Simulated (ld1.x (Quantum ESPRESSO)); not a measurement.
**Varying the TM semilocal potential for B (Z = 5)**

Base potential:

- Element: boron
- Generator: ld1.x (Quantum ESPRESSO) 7.5
- Type: norm-conserving Troullier–Martins (semilocal form)
- Functional: PBE
- Relativity: scalar-relativistic
- Frozen core: [He]
- Valence charge: 3
- Reference configuration: 2s1.5 2p1.5
- Partial waves: 2s (bound): rc 1.45 bohr; 2p (bound): rc 2.85 bohr; 3d channel at 0.45 Ry: rc 2.65 bohr
- Local potential: the d channel
- Core correction: Bessel-smoothed model core inside 0.80 bohr

All-electron outer shells of the reference configuration (PBE, scalar-relativistic, ld1.x):

| shell | level (eV) | outermost node (bohr) | outermost maximum (bohr) |
| --- | --- | --- | --- |
| 1s | -181.19 | – | 0.21 |
| 2s | -9.69 | 0.46 | 1.52 |
| 2p | -3.84 | – | 1.57 |

Cutoffs, loose and tight: the cutoffs (Ry, on a coarse ladder) from which the occupation-weighted sum of valence levels, in a spherical-Bessel basis at the reference potential, stays within 10 and 1 mRy of its value at 400 Ry. They do not see the model core or the augmentation charge, which bear on the density cutoff. Test errors are all-electron minus pseudo excitation energies from the reference, over the configurations 2s2 2p1; 2s2 2p0; 2s1 2p0; 2s1 2p1; 2s0 2p3; 2s2 2p0.5; 2s2 2p1.3. A dash means not determined; rows that change the core or the reference have their own tests.

In the semilocal form every listed channel keeps its own potential, so the choice of the local channel does not act on these tests. It acts once the file is put into the separable form.

A semilocal file is local in each channel, so a ghost entry of none says nothing of the separable form that plane-wave codes build from it.

```csv
change,outcome,"cutoff, loose","cutoff, tight",bound ghosts,largest test error (meV)
base,generated,18 Ry,50 Ry,none,+308
wave 2s (bound): rc 1.45 bohr becomes 2s (bound): rc 1.06 bohr,generated,21 Ry,70 Ry,none,+307
functional LDA (PZ),generated,18 Ry,50 Ry,none,+296
reference 2s1 2p0,generated,18 Ry,50 Ry,none,+459
wave 3d channel at 0.45 Ry: rc 2.65 bohr becomes 3d channel at 0.45 Ry: rc 1.80 bohr,generated,18 Ry,50 Ry,none,+308
wave 3d channel at 0.45 Ry: rc 2.65 bohr becomes 3d channel at 0.17 Ry: rc 2.65 bohr,generated,18 Ry,50 Ry,none,+308
wave 2p (bound): rc 2.85 bohr becomes 2p (bound): rc 3.68 bohr,generated,18 Ry,50 Ry,none,+695
```

**Question.** What comes out with this change to the base: all radii but the core radius scaled by about 1.31 (s 1.90, p 3.74, d 3.48 bohr)?

**Answer.** outcome: generated; cutoff, loose: 12 Ry; cutoff, tight: 30 Ry; bound ghosts: none; largest test error (meV): +766.

**Question.** What comes out with this change to the base: type PAW, which also changes the form from semilocal to separable; waves now 2s (bound): rcut 1.25, rcutus 1.45 bohr; 2s channel at 2.2 Ry: rcut 1.25, rcutus 1.45 bohr; 2p (bound): rcut 2.50, rcutus 2.85 bohr; 2p channel at 1.75 Ry: rcut 2.50, rcutus 2.85 bohr; 3d channel at 0.45 Ry: rcut 2.30, rcutus 2.65 bohr; 3d channel at 1.75 Ry: rcut 2.30, rcutus 2.65 bohr; local potential all-electron potential smoothed inside 1.75 bohr (lloc = -1); augmentation PSQ, radius 1.30 bohr?

**Answer.** outcome: generated; cutoff, loose: 8 Ry; cutoff, tight: 15 Ry; bound ghosts: none; largest test error (meV): -3.4.
